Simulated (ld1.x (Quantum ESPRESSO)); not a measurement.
## copper (Cu), ultrasoft: configuration errors across variants

ld1.x (Quantum ESPRESSO) 7.5 input, shortened:

```
&input
   title='Cu', zed=29., rel=1, dft='PBE', iswitch=3,
   config='[Ar] 3d10 4s0.5 4p0.5'
 /
 &inputp
   pseudotype=3, tm=.true., lloc=-1, rcloc=2.05,
   nlcc=.false.,
   which_augfun='PSQ', rmatch_augfun_nc=.true.
 /
6
4S  1  0   0.50   0.00  1.85  2.15  0.0
4S  1  0   0.00   0.35  1.85  2.15  0.0
4P  2  1   0.50   0.00  2.25  3.15  0.0
4P  2  1   0.00   2.45  2.25  3.15  0.0
3D  3  2  10.00   0.00  1.15  1.30  0.0
3D  3  2   0.00   1.20  1.15  1.30  0.0
 &test
   configts(1)='3d10 4s0.5 4p0.5'
 /
```

All-electron excitation energies from the reference (eV): (1) 3d10 4s1 4p0 -2.009; (2) 3d10 4s0 4p0 6.139; (3) 3d9 4s0 4p0 27.471; (4) 3d7 4s0 4p0 126.200; (5) 3d8 4s0 4p0 66.491; (6) 3d9 4s2 4p0 -0.039; (7) 3d10 4s0 4p1 2.127.

1 further variants failed, have other tests or too few solved ones, and are left out.

Errors AE − PS in meV (a dash: test not solved or not reliable):

```tsv
change	(1)	(2)	(3)	(4)	(5)	(6)	(7)	bound ghosts
base	+1.7	+5.3	+37	-222	+12	-19	+1.4	none
waves 4s (bound): rcut 1.76, rcutus 1.86 bohr; 4s channel at 0.35 Ry: rcut 1.76, rcutus 1.86 bohr	+2.3	+6.9	+34	-248	+0.6	+3.2	+2.0	none
waves 4s (bound): rcut 1.85, rcutus 2.42 bohr; 4s channel at 0.35 Ry: rcut 1.85, rcutus 2.42 bohr	+1.3	+4.1	+39	-200	+22	-31	+1.0	none
waves 4s (bound): rcut 1.85, rcutus 2.76 bohr; 4s channel at 0.35 Ry: rcut 1.85, rcutus 2.76 bohr	+1.0	+3.3	+41	-184	+30	-35	+0.7	none
waves 4s (bound): rcut 1.85, rcutus 3.10 bohr; 4s channel at 0.35 Ry: rcut 1.85, rcutus 3.10 bohr	+0.7	+2.7	+43	-172	+36	-35	+0.5	none
```

Give the same row for: waves 4s (bound): rcut 1.85, rcutus 2.22 bohr; 4s channel at 0.35 Ry: rcut 1.85, rcutus 2.22 bohr.

+1.5, +4.8, +38, -212, +17, -25, +1.2; bound ghosts: none.
